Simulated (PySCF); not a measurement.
hydrogen fluoride, charge +1, doublet, at a GFN2-xTB geometry (a state made from the parent by changing its charge; the spin is typed, not shown lowest). Base run: BLYP/def2-TZVP (PySCF).

PySCF was given this input:
```python
from pyscf import gto, scf, dft

mol = gto.Mole()
mol.atom = '''
    F    -0.000000   -0.000000   -0.104454
    H     0.000000    0.000000    0.940088
'''
mol.basis = 'def2-tzvp'
mol.charge = 1
mol.spin = 1
mol.verbose = 3
mol.build()

mf = dft.UKS(mol)
mf.xc = 'blyp'
mf.kernel()
```

Variants of this job, named by their change:

| change | ΔE vs base (µEh) | grid points | electrons on the grid |
|---|---|---|---|
| base | 0.0 | 24072 | 9.00000 |
| grids.level = 0 | 2545 | 1712 | 9.00139 |
| grids.atom_grid = (50, 194) | -1.0 | 13280 | 9.00000 |
| grids.level = 2 | -0.5 | 16976 | 9.00000 |
| small_rho_cutoff = 0 | 0.0 | 24072 | 9.00000 |
| grids.atom_grid = (150, 974) | 0.4 | 163200 | 9.00000 |
| grids.becke_scheme = stratmann | 0.9 | 24072 | 9.00000 |
| grids.level = 1 | 7.3 | 7776 | 9.00000 |
| grids.atom_grid = (30, 110) | 19.3 | 4936 | 9.00000 |
| grids.radi_method = delley | 1.0 | 26416 | 9.00000 |
| grids.level = 5 | 0.6 | 67424 | 9.00000 |

Open shells are given as the SCF converged; they aren't shown to be the lowest states, and a large step between rows can be another state.
